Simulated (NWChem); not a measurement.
# C3H8Si; SMILES C=C(C)[SiH3]

Results from NWChem. Pople sets run with spherical d functions. All runs use the structure optimised with PBE0/def2-SVP. B3LYP is NWChem's, with the RPA form of VWN correlation. Vertical excitations in the gas phase; the lowest state need not have the same character in each row.

```csv
level,"lowest excitation, singlet (eV)",orbital gap (eV)
"PBE/6-31+G*, TDA",5.98,5.21
"B3LYP/6-31+G*, TDA",6.33,6.82
"PBE0/6-31+G*, TDA",6.57,7.26
"Hartree-Fock/6-31+G*, CIS",7.32,11.62
```
